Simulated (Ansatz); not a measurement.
C2H2F, doublet, at a GFN2-xTB geometry; SC-NEVPT2/6-31G, CASSCF(3,5) run with Ansatz (a first-principles code).

Here is a job for Ansatz.
Ansatz 0.2 input:
```yaml
crystal:
  periodic: [false, false, false]
  atoms:
    - {symbol: C, position_ang: [0.01269615, 0.41171885, -0.01137087]}
    - {symbol: C, position_ang: [1.19873388, -0.11100266, -0.02785296]}
    - {symbol: F, position_ang: [-1.19104254, -0.12604551, 0.03401395]}
    - {symbol: H, position_ang: [1.37985501, -1.18518672, -0.00369633]}
    - {symbol: H, position_ang: [2.07094770, 0.51529918, -0.06708620]}
basis:
  gaussian:
    orbitals: 6-31G
correlation: {method: sc_nevpt2, electrons: all, active_space: {window: {electrons: 3, orbitals: 5}}}
magnetization: {spin_polarized: false, initial_magnetization: 1}
```

Q: Predict the main parts of the log of this Ansatz run.

A: 
```
Functional definition: HF
393 factors; integrals over basis functions are off by at most 2.6e-4 eV
mean field evaluation 1: about -4792.1413 eV, gradient 2.1e1 eV
mean field evaluation 2: about -4792.1491 eV, gradient 2.1e1 eV
mean field evaluation 4: about -4793.8298 eV, gradient 3.1e0 eV
mean field evaluation 8: about -4793.8779 eV, gradient 1.0e-1 eV
mean field -4793.87797221 eV, -176.1717660715 hartree, gradient 9.4e-6 eV, S^2 0.750000; 0 other end points of the search recorded, 0 dependent functions left out
reference -4793.87797221 eV, -176.1717660715 hartree; 12, 11 occupied and 19, 20 virtual orbitals, 393 factors
state -4794.94252552 eV, -176.2108876839 hartree
state -4794.94252552 eV, -176.2108876839 hartree; corrected -4801.76887782 eV, -176.4617515041 hartree
Total energy: -4801.76887782 eV, -176.4617515041 hartree
```
